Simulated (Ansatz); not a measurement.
F2H4OSi2 can be A, `F[SiH2]O[SiH2]F`, or B, `O[Si](F)(F)[SiH3]`.

Gas-phase electronic energies from Ansatz, PBE0-D4/def2-TZVP geometries. CCSD(T)/CBS adds triple-zeta CCSD(T) − MP2 to the extrapolated MP2 energy (def2 sets, frozen cores). This one scheme is used for every species. Functionals use def2-TZVPP. B3LYP here is the variant with VWN-RPA as its local correlation; programs differ in this. One conformer a species, not always the lowest.

**Question.** Which isomer does CCSD(T)/CBS put lower? Give the gap. (An estimate is asked.)

**Answer.** Computed: A, by 25.0 kcal/mol.

**Question.** Give E(B) − E(A) in kcal/mol with CCSD/def2-TZVPP, B3LYP, HF/def2-TZVPP, PBE0-D4, BLYP-D4, PBE-D4, LDA (SPW92). (Estimate.)

**Answer.** The calculation gave: CCSD/def2-TZVPP 25.9, B3LYP 24.7, HF/def2-TZVPP 31.7, PBE0-D4 20.0, BLYP-D4 22.6, PBE-D4 17.6, LDA (SPW92) 17.3. None reverses the order clearly.

**Question.** Does the order hold for the free energy at 298.15 K (harmonic terms from PBE0-D4)? (Best estimate.)

**Answer.** Computed: Yes: G(B) − G(A) = +25.4 kcal/mol, for one conformer each. Modes under 60 cm⁻¹, often nearly free rotors, make the harmonic entropy too high.

Largest T1 diagnostic: 0.013.

At CCSD(T), def2-SVP lies −1.1 kcal/mol from the extrapolated value and def2-TZVPP −0.1 kcal/mol. From BLYP to BHLYP (50 % exact exchange), in def2-TZVPP and without D4, E(B) − E(A) moves by +4.5 kcal/mol.
